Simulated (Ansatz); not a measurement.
Cost and result for the atomization energy of `O[Si](O)(Cl)Cl` (7 atoms, 6 bonds).

The species carries charge 0 and has multiplicity 1. The geometry is a stationary point of PBE0-D4/def2-TZVP. It is one conformer, not always the lowest. Program: Ansatz. All runs use 4 threads of an Arm Neoverse V2 on a shared host. Times are those of one run each, without the atoms' runs, and a repeat can differ threefold. Electronic energies, without spin–orbit coupling; frozen cores. CCSD(T)/CBS adds CCSD(T) − MP2 in def2-TZVPP to the MP2 limit, and its time is that of the two runs behind it. T1 = 0.010. B3LYP takes the VWN-RPA correlation (the form of Gaussian; ORCA's B3LYP/G).

CCSD(T)/CBS is a level of theory with its own doubt, some kJ/mol a heavy atom from the limit and from the frozen cores, so smaller differences don't rank the functionals.

| level | functions | wall time |
| --- | --- | --- |
| revPBE-D4/def2-TZVPP | 216 | 1.2 s |
| BLYP-D4/def2-TZVPP | 216 | 1.4 s |
| PBE-D4/def2-TZVPP (with forces) | 216 | 1.6 s |
| CCSD(T)/def2-SVP | 92 | 1.7 s |
| B3LYP-D4/def2-TZVPP (with forces) | 216 | 3 s |
| B2PLYP/def2-TZVPP | 216 | 3.1 s |
| r2SCAN-D4/def2-TZVPP (with forces) | 216 | 3.2 s |
| r2SCANh-D4/def2-TZVPP | 216 | 3.5 s |
| ωB97X-V/def2-TZVPP | 216 | 4.6 s |
| B97M-V/def2-TZVPP | 216 | 5.5 s |
| MP2/def2-QZVPP | 384 | 9.5 s |
| CCSD(T)/def2-TZVPP | 216 | 59 s |
| CCSD(T)/CBS(def2) | – | 68 s |

What atomization energy does each give, and how far from CCSD(T)/CBS? (Best estimate.)

The calculation gave: 
```tsv
level	atomization (kJ/mol)	difference from CCSD(T)/CBS	per bond
revPBE-D4/def2-TZVPP	2643.4	-64.1	-10.7
BLYP-D4/def2-TZVPP	2653.7	-53.8	-9.0
PBE-D4/def2-TZVPP (with forces)	2724.7	17.2	2.9
CCSD(T)/def2-SVP	2422.8	-284.7	-47.5
B3LYP-D4/def2-TZVPP (with forces)	2648.9	-58.6	-9.8
B2PLYP/def2-TZVPP	2640.6	-66.9	-11.1
r2SCAN-D4/def2-TZVPP (with forces)	2703.3	-4.2	-0.7
r2SCANh-D4/def2-TZVPP	2677.0	-30.5	-5.1
ωB97X-V/def2-TZVPP	2694.4	-13.1	-2.2
B97M-V/def2-TZVPP	2704.6	-2.9	-0.5
MP2/def2-QZVPP	2781.4	73.9	12.3
CCSD(T)/def2-TZVPP	2606.5	-101.0	-16.8
CCSD(T)/CBS(def2)	2707.5	0.0	0.0
```

From BLYP to BHLYP (50 % exact exchange), in def2-TZVPP and without D4, the atomization energy moves by −77.3 kJ/mol: exact exchange takes away binding that semilocal exchange gives to molecules. The D4 term adds +34.9 kJ/mol with B3LYP and +18.0 kJ/mol with PBE0; it sums over pairs of atoms, weighted by their polarisabilities, and B3LYP, whose exchange is more repulsive, gets the larger term. Leaving LDA and LC-ωPBE aside and taking each functional with its dispersion term where it has one, the values, not all of them listed here, spread over 166.6 kJ/mol, from BHLYP-D4 to PBE-D4. LDA lies +404.6 kJ/mol from PBE without D4, its usual overbinding.
